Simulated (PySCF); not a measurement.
## Polarisability and C₆ of W(3+) (tungsten, charge +3)

[Xe] 4f14 5d3, high-spin 4F determinant. All numbers are calculated (PySCF 2.14, scalar relativity through the core potential, in aug-cc-pVQZ-PP with ECP60MDF). Coupled (time-dependent) response in atomic units; α is the mean over directions.

```
   method  mean α (bohr³)  C₆ (like pair)  S(−4)
BHandHLYP           7.196           35.35  16.57
```

S(−4) is the Cauchy moment in α(ω) = α(0) + S(−4) ω² + …

Spin-orbit coupling is absent.

α(iu) at BHandHLYP:

| u (hartree) | α(iu) (bohr³) |
| --- | --- |
| 0 | 7.196 |
| 0.0500 | 7.155 |
| 0.100 | 7.037 |
| 0.200 | 6.630 |
| 0.300 | 6.108 |
| 0.500 | 5.081 |
| 0.750 | 4.059 |
| 1.00 | 3.297 |
| 1.50 | 2.270 |
| 2.00 | 1.633 |
| 3.00 | 0.9342 |
| 5.00 | 0.4050 |

A single London oscillator, α(iu) = α/(1 + u²/ω²), gives C₆ = (3/4) ω α². Matching the computed C₆ needs ω = 4 × 35.35 / (3 × 7.196²) = 0.910 hartree.

For an ion, C₆ is the dispersion term alone; charge-induced terms of lower order in 1/R come first.

Energies and moments cover only the electrons outside the core potential. Spin-orbit coupling, absent here, splits the open shell strongly.
